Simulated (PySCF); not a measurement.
Potential energy curve for GeH, doublet.

Levels: ROKS-CAM-B3LYP = restricted open-shell CAM-B3LYP/cc-pVDZ (PySCF 2.14.0); ROKS-B3LYP = restricted open-shell B3LYP/cc-pVDZ run with PySCF; NEVPT2 = SC-NEVPT2 on CASSCF(5,5)/cc-pVDZ, all electrons correlated run with PySCF 2.14.0; ROKS-TPSSh = restricted open-shell TPSSh/cc-pVDZ (PySCF).

Energies are in eV, each relative to the lowest point of its own curve near equilibrium.

```csv
R / Å,ROKS-CAM-B3LYP,ROKS-B3LYP,NEVPT2,ROKS-TPSSh
1.20,2.029,2.083,2.069,2.066
1.28,1.138,1.181,1.167,1.164
1.36,0.566,0.599,0.587,0.584
1.43,0.257,0.282,0.273,0.269
1.51,0.066,0.079,0.075,0.072
1.56,0.013,0.019,0.017,0.016
1.60,0.000,0.000,0.000,0.000
1.64,0.009,0.003,0.005,0.006
1.68,0.036,0.023,0.027,0.031
1.77,0.150,0.123,0.129,0.139
1.87,0.338,0.293,0.300,0.319
1.98,0.591,0.525,0.526,0.562
```

At the longest distance, 1.98 Å, ROKS-CAM-B3LYP lies highest above its minimum (0.591 eV) and ROKS-B3LYP lowest (0.525 eV).

The scan ran from 1.20 to 6.43 Å; beyond the distances shown one of the unrestricted levels run for this scan, shown here or not, changes its spin distribution in one step.
